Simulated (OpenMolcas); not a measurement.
Ir5+ among 4 point charges of -2.5 e arranged as a square (D4h).

| Quantity | Value |
| --- | --- |
| Program | OpenMolcas |
| Method | CASSCF |
| Basis | ANO-RCC-VDZP [7s6p4d2f] |
| Scalar Hamiltonian | DKH2, point nucleus |
| Active space | 4 electrons in 5 orbitals (5d) |
| State averaging | 2S+1 = 5 even, 5 roots; 2S+1 = 3 even, 45 roots; 2S+1 = 1 even, 50 roots |
| Spin-orbit coupling | state interaction with AMFI integrals over the reference wave functions |

All point charges move together. At R = 1.97 Å the first state of the same spin is 9884 cm-1, and at R = 2.31 Å it is 4662 cm-1.

Task: A third run gives 7163 cm-1. What distance was it run at?

Result: With a power law R^-n the two known points give n = -ln(4662 / 9884) / ln(2.31 / 1.97) = 4.72. Then R = 1.97 × (9884 / 7163)^(1/4.72) = 2.109 Å. The run was at 2.11 Å, so the estimate is off by -0.001 Å.

Without dynamic correlation the repulsion within the d shell is too large (B by tens of per cent), so at a given field states of lower spin stand too high. Point charges give a weaker field than real ligands, and real ions of this kind are as a rule low spin; the high spin found here belongs to the model. Spin-orbit coupling mixes the spin-free states strongly: the lowest level takes only 59 % from its leading state, 5B1 (figures for R = 1.97; the like holds for R = 2.11, R = 2.31). Point charges carry no covalency, so the field is a model and not that of real ligands. No measured value stands beside these numbers.
